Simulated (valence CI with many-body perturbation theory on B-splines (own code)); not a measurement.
## Which ion has this spectrum?

A relativistic CI+MBPT calculation for an atom or ion with 6 electrons gives these levels (eV):

```csv
J,Parity,E,g
0,even,0.0,
1,even,580.6,1.48
2,even,597.6,1.15
2,odd,803.6,1.53
1,odd,873.2,1.10
2,even,1193.9,1.30
0,even,1241.8,
2,odd,1362.9,1.55
3,odd,1402.0,1.31
0,odd,1447.1,
1,odd,1464.8,1.30
2,odd,1475.0,1.06
1,odd,1478.3,1.32
2,even,1712.4,1.32
```

The energies are calculated, and their last digits are not significant.

(1) Which is it?
A. Pr53+
B. Eu57+
C. Pm55+
D. Sm56+

Results:

(1) C. Pm55+, ground level (2s^2 2p1/2^2) J=0.
